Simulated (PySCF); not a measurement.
**Frontier orbitals and the lowest excitations**

Species: C₄H₁₁AlO.
Z-matrix (Å and degrees, PBE0-D3(BJ)/def2-SVP geometry), rows numbered from 1:
```
Al
O   1  1.9783
C   2  1.4420  1  119.83
C   3  1.5161  2  104.40  1  -165.12
C   4  1.5258  3  102.13  2    32.48
C   2  1.4440  1  122.08  3  -148.50
H   1  1.6040  2   99.86  3   -53.28
H   1  1.6042  2   99.12  3  -175.13
H   1  1.6117  2   99.01  3    65.70
H   3  1.0982  2  107.86  1    72.41
H   3  1.1029  2  108.12  1   -45.37
H   4  1.0987  3  112.14  2   154.25
H   4  1.1015  3  110.56  2   -85.27
H   5  1.1012  4  110.47  3    78.50
H   5  1.0988  4  113.45  3  -160.06
H   6  1.0986  2  108.22  1    17.05
H   6  1.1012  2  107.82  1  -100.51
```

Level of theory: TDDFT wB97X-D/def2-SVPD, vertical, gas phase, core orbitals frozen in the response in PySCF.

Frontier orbitals with the atoms that hold most of them (Löwdin shares over 4%, at most four atoms; ? is withheld):

```json
{"orbital": "HOMO-3", "ε (eV)": "-11.76", "atoms": "Al1 32%, O2 17%, H9 15%, H8 14%"}
{"orbital": "HOMO-2", "ε (eV)": "-10.98", "atoms": "O2 45%, C3 12%, C6 11%, H11 7%"}
{"orbital": "HOMO-1", "ε (eV)": "-9.26", "atoms": "?"}
{"orbital": "HOMO", "ε (eV)": "-9.10", "atoms": "H9 36%, Al1 36%, H7 14%, H8 7%"}
{"orbital": "LUMO", "ε (eV)": "1.69", "atoms": "?"}
{"orbital": "LUMO+1", "ε (eV)": "2.12", "atoms": "Al1 61%, H9 7%, H8 7%, H7 7%"}
{"orbital": "LUMO+2", "ε (eV)": "2.47", "atoms": "Al1 28%, C4 10%, H13 10%, H15 9%"}
```

(1) Which atoms hold the LUMO, and with what shares?

(2) Give the leading atoms of the HOMO-1.

(3) How does S1 compare with the orbital gap of 10.79 eV?

Answers

(1) Al1 (bonded to O and 3 H) 25%; C4 (bonded to 2 C and 2 H) 9%; C5 (bonded to 2 C and 2 H) 9%; C6 (bonded to C, O and 2 H) 7%. By element: carbon 25% or more, aluminium 25%.

(2) Al1 (bonded to O and 3 H) 37%; H8 (bonded to Al) 31%; H7 (bonded to Al) 24%. By element: hydrogen 55% or more, aluminium 37%.

(3) S1 is at 6.60 eV (f = 0.012), 4.19 eV below the gap, made of HOMO→LUMO+1 (49%), HOMO→LUMO (23%), HOMO→LUMO+2 (23%). Its leading pair isn't HOMO and LUMO; the energies of that pair differ by 11.23 eV. Without the coupling terms of the response equations the lowest excitation would equal the gap.

Next come S2 at 6.78 eV (f 0.0075), HOMO-1→LUMO+1 (50%), HOMO-1→LUMO+2 (22%), HOMO-1→LUMO (21%); S3 at 7.31 eV (f 0.124), HOMO→LUMO (52%), HOMO→LUMO+1 (36%); S4 at 7.49 eV (f 0.099), HOMO-1→LUMO (50%), HOMO-1→LUMO+1 (39%); S5 at 7.62 eV (f 0.010), HOMO→LUMO+6 (41%), HOMO-1→LUMO+5 (14%), HOMO-1→LUMO+7 (10%).

Löwdin shares depend on the basis, the more so with diffuse functions.

Time: 3.0 min wall. Hardware: x86-64 server, one thread, shared host.

One conformer stands for the species.
